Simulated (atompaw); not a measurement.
# promethium (Pm): one change to a PAW (atompaw) potential, before and after

* Element: Pm
* Generator: atompaw 4.2.0.5
* Type: PAW
* Functional: PBE
* Relativity: scalar-relativistic
* Frozen core: [Kr] 4d10
* Valence charge: 15
* Reference configuration: 4f4.5 5s2 5p6 5d0.5 6s2 6p0
* Partial waves: 5s (bound): rc 2.70 bohr; 6s (bound): rc 3.00 bohr; 5p (bound): rc 2.05 bohr; 6p (bound, empty): rc 2.45 bohr; 5d (bound): rc 3.00 bohr; 5d channel at 0.75 Ry: rc 3.00 bohr; 4f (bound): rc 1.80 bohr; 4f channel at 2.75 Ry: rc 1.80 bohr
* Local potential: bessel scheme, radius 2.40 bohr
* Core correction: smooth core density matched at 2.95 bohr
* Augmentation charge: gaussian compensation charge, radius 2.65 bohr; PAW radius 3.00 bohr; waves and projectors: custom rrkj gramschmidtortho

All-electron outer shells of the reference configuration (PBE, scalar-relativistic, ld1.x):

```tsv
shell	level (eV)	outermost node (bohr)	outermost maximum (bohr)
4p	-239.93	0.31	0.58
4d	-125.86	0.29	0.60
5s	-43.52	0.70	1.29
5p	-24.00	0.75	1.46
4f	-4.67	–	0.63
6s	-3.76	1.72	3.63
5d	-2.32	0.85	2.12
6p	-1.29	2.06	4.84
```

Change: local potential bessel scheme, radius 1.32 bohr.

Cutoffs: the cutoffs (Ry, on a coarse ladder) from which the occupation-weighted sum of valence levels, in a spherical-Bessel basis at the reference potential, stays within 10 and 1 mRy of its value at 400 Ry; they do not see the model core or the augmentation charge, which bear on the density cutoff.

Task: What does the change do?

Result: The potential gets neither clearly harder nor softer (40 Ry and 70 Ry → 40 Ry and 70 Ry); the range in which the s phases agree narrows (upper end 3.6 → 0.2); the range in which the d phases agree widens (upper end 2.7 → at the end of the scan); neither file shows a bound ghost.

| quantity | base | changed |
| --- | --- | --- |
| cutoff, loose | 40 Ry | 40 Ry |
| cutoff, tight | 70 Ry | 70 Ry |
| bound ghosts | none | none |
| s: phases at 3.02 bohr within 0.05 rad from the reference energy up to (Ry; the scan ends near 5) | 3.6 | 0.2 |
| p: phases at 3.02 bohr within 0.05 rad from the reference energy up to (Ry; the scan ends near 5) | to the end of the scan | to the end of the scan |
| d: phases at 3.02 bohr within 0.05 rad from the reference energy up to (Ry; the scan ends near 5) | 2.7 | to the end of the scan |
| f: phases at 3.02 bohr within 0.05 rad from the reference energy up to (Ry; the scan ends near 5) | 1.2 | to the end of the scan |
| lowest overlap eigenvalue by channel | s 0.54, p 0.14, d 0.61, f 0.95 | s 0.49, p 0.08, d 0.47, f 0.91 |

 The cutoffs see the waves, projectors and local potential, not the compensation charge or the core.
